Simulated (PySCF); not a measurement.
**`c1csc(C2CCCC2)c1`: 4 charge schemes on one density**

C₉H₁₂S.
Geometry (GFN2-xTB, Å), atoms numbered from 1 in this order:
```xyz
22
C9H12S angstrom
C      3.0683    0.3948   -0.6069
C      3.6123   -0.2923    0.4272
S      2.4073   -0.9801    1.4438
C      1.1405   -0.3297    0.4548
C     -0.2902   -0.5619    0.8074
C     -1.0017    0.7530    1.2065
C     -2.3732    0.6849    0.5397
C     -2.0754   -0.0145   -0.7820
C     -1.1084   -1.1273   -0.3798
C      1.6555    0.3740   -0.5901
H      3.6490    0.9001   -1.3581
H      4.6470   -0.4424    0.6623
H     -0.3223   -1.2661    1.6426
H     -1.0660    0.8632    2.2879
H     -0.4437    1.6039    0.8125
H     -2.8168    1.6708    0.4070
H     -3.0544    0.0767    1.1370
H     -1.5866    0.6830   -1.4639
H     -2.9700   -0.4003   -1.2688
H     -0.4624   -1.4293   -1.2030
H     -1.6687   -2.0040   -0.0529
H      1.0497    0.8629   -1.3324
```

Density: PBE0/pcSseg-1 (PySCF); schemes: Mulliken, IAO, Hirshfeld and ESP-fitted. The structure is a single GFN2-xTB conformer in the gas phase; no vibrational or solvent corrections.

Question: Give the atomic charges in each scheme.

Answer: In e:

```json
{"atom": "C1", "environment": "aromatic CH carbon", "Mulliken": "-0.038", "IAO": "-0.181", "Hirshfeld": "-0.077", "ESP-fitted": "-0.441"}
{"atom": "C2", "environment": "aromatic CH next to a ring sulfur", "Mulliken": "-0.274", "IAO": "-0.331", "Hirshfeld": "-0.095", "ESP-fitted": "-0.113"}
{"atom": "S3", "environment": "thiophene-type sulfur", "Mulliken": "+0.278", "IAO": "+0.317", "Hirshfeld": "+0.093", "ESP-fitted": "-0.011"}
{"atom": "C4", "environment": "substituted aromatic carbon", "Mulliken": "-0.361", "IAO": "-0.137", "Hirshfeld": "-0.017", "ESP-fitted": "-0.235"}
{"atom": "C5", "environment": "benzylic-type carbon", "Mulliken": "-0.243", "IAO": "-0.122", "Hirshfeld": "-0.026", "ESP-fitted": "+0.200"}
{"atom": "C6", "environment": "ring CH2 carbon", "Mulliken": "-0.115", "IAO": "-0.258", "Hirshfeld": "-0.070", "ESP-fitted": "-0.036"}
{"atom": "C7", "environment": "ring CH2 carbon", "Mulliken": "-0.234", "IAO": "-0.260", "Hirshfeld": "-0.071", "ESP-fitted": "-0.103"}
{"atom": "C8", "environment": "ring CH2 carbon", "Mulliken": "-0.216", "IAO": "-0.259", "Hirshfeld": "-0.070", "ESP-fitted": "-0.043"}
{"atom": "C9", "environment": "ring CH2 carbon", "Mulliken": "-0.136", "IAO": "-0.263", "Hirshfeld": "-0.069", "ESP-fitted": "-0.192"}
{"atom": "C10", "environment": "aromatic CH carbon", "Mulliken": "-0.025", "IAO": "-0.209", "Hirshfeld": "-0.081", "ESP-fitted": "+0.093"}
{"atom": "H11", "environment": "aromatic hydrogen", "Mulliken": "+0.086", "IAO": "+0.161", "Hirshfeld": "+0.053", "ESP-fitted": "+0.223"}
{"atom": "H12", "environment": "aromatic hydrogen", "Mulliken": "+0.119", "IAO": "+0.171", "Hirshfeld": "+0.051", "ESP-fitted": "+0.184"}
{"atom": "H13", "environment": "methine hydrogen", "Mulliken": "+0.112", "IAO": "+0.137", "Hirshfeld": "+0.034", "ESP-fitted": "+0.051"}
{"atom": "H14", "environment": "methylene hydrogen", "Mulliken": "+0.123", "IAO": "+0.139", "Hirshfeld": "+0.039", "ESP-fitted": "+0.013"}
{"atom": "H15", "environment": "methylene hydrogen", "Mulliken": "+0.126", "IAO": "+0.136", "Hirshfeld": "+0.033", "ESP-fitted": "+0.030"}
{"atom": "H16", "environment": "methylene hydrogen", "Mulliken": "+0.120", "IAO": "+0.137", "Hirshfeld": "+0.040", "ESP-fitted": "+0.037"}
{"atom": "H17", "environment": "methylene hydrogen", "Mulliken": "+0.113", "IAO": "+0.128", "Hirshfeld": "+0.036", "ESP-fitted": "+0.043"}
{"atom": "H18", "environment": "methylene hydrogen", "Mulliken": "+0.117", "IAO": "+0.125", "Hirshfeld": "+0.035", "ESP-fitted": "+0.034"}
{"atom": "H19", "environment": "methylene hydrogen", "Mulliken": "+0.120", "IAO": "+0.138", "Hirshfeld": "+0.040", "ESP-fitted": "+0.034"}
{"atom": "H20", "environment": "methylene hydrogen", "Mulliken": "+0.132", "IAO": "+0.143", "Hirshfeld": "+0.035", "ESP-fitted": "+0.054"}
{"atom": "H21", "environment": "methylene hydrogen", "Mulliken": "+0.121", "IAO": "+0.134", "Hirshfeld": "+0.038", "ESP-fitted": "+0.065"}
{"atom": "H22", "environment": "aromatic hydrogen", "Mulliken": "+0.074", "IAO": "+0.152", "Hirshfeld": "+0.051", "ESP-fitted": "+0.112"}
```

Mean size of the charges over all atoms: IAO 0.183 e, Mulliken 0.149 e, ESP-fitted 0.107 e, Hirshfeld 0.052 e. Each set sums to the total charge, 0, to within 0.001 e. The ESP scheme fits charges at the nuclei, held to the total charge, to the electrostatic potential on points at 1.4 to 2.0 times the van der Waals radii.

Lowest charge. The schemes don't all agree: Mulliken C4 (-0.361); IAO C2 (-0.331); Hirshfeld C2 (-0.095); ESP-fitted C1 (-0.441).

Highest charge. The schemes don't all agree: Mulliken S3 (+0.278); IAO S3 (+0.317); Hirshfeld S3 (+0.093); ESP-fitted H11 (+0.223).

Question: Sum the charges by element, for elements with more than one atom.

Answer: 
```json
{"element": "C", "atoms": "9", "Mulliken": "-1.641", "IAO": "-2.018", "Hirshfeld": "-0.576", "ESP-fitted": "-0.869"}
{"element": "H", "atoms": "12", "Mulliken": "+1.363", "IAO": "+1.701", "Hirshfeld": "+0.483", "ESP-fitted": "+0.880"}
```

Question: How many electrons does the Mulliken scheme count on S3?

Answer: Z − q = 16 − (+0.278) = 15.722.

Question: How closely do the schemes follow one another over all atoms?

Answer: Correlation coefficient and root-mean-square difference: IAO with Hirshfeld 0.99, 0.139 e; Mulliken with IAO 0.89, 0.090 e; Mulliken with Hirshfeld 0.81, 0.128 e; Hirshfeld with ESP-fitted 0.55, 0.125 e; IAO with ESP-fitted 0.53, 0.171 e; Mulliken with ESP-fitted 0.43, 0.170 e.
